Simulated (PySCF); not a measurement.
Molecule: SMILES CC(=O)O[C@H]1CCO1, C5H8O3.

Bonds (- single, = double, # triple, : aromatic): C1-C2, C2=O3, C2-O4, O4-C5, C5-C6, C6-C7, C7-O8, O8-C5. C1 carries H9, H10, H11; C5 carries H12; C6 carries H13, H14; C7 carries H15, H16. Stereochemistry as in CC(=O)O[C@H]1CCO1. H14, H16 are cis to O4 on the ring; H13, H15 are trans to O4 on the ring.

Frames of a GFN2-xTB Langevin trajectory at 400 K; GIAO PBE0/pcSseg-1 shieldings in PySCF 2.14, gas phase, non-relativistic; equivalent atoms averaged within each frame.

Referencing at the same level of theory: TMS for ¹³C (σ = 186.93 ppm), ¹H (σ = 31.72 ppm); H2O for ¹⁷O (σ = 336.08 ppm). The references are static minima.

Problem. How do the shifts (ppm) fluctuate along the trajectory?

Solution. 
```tsv
time (fs)	C2	C5	C7	C1	C6	O3	O4	O8	H12	H15
250	180.4	92.4	61.6	30.7	27.8	466.9	263.5	91.5	5.87	4.19
425	171.0	107.5	70.8	21.8	42.0	444.7	281.0	79.9	7.22	5.14
625	180.8	107.1	81.2	26.9	38.1	450.2	269.1	115.3	7.16	5.69
800	178.1	97.1	61.2	26.2	39.9	486.5	272.1	69.8	8.12	4.16
1000	175.2	98.3	69.8	26.5	29.0	465.5	257.5	97.7	5.58	4.41
mean of frames	177.1	100.5	68.9	26.4	35.4	462.8	268.6	90.9	6.79	4.72
standard deviation	4.1	6.6	8.2	3.1	6.5	16.4	8.9	17.4	1.05	0.67
```

5 frames give an uncertainty of the mean of about the standard deviation over 2.2 at best, since frames this close in time may not be independent; classical motion lacks zero-point vibration, and the reference would need the same averaging.
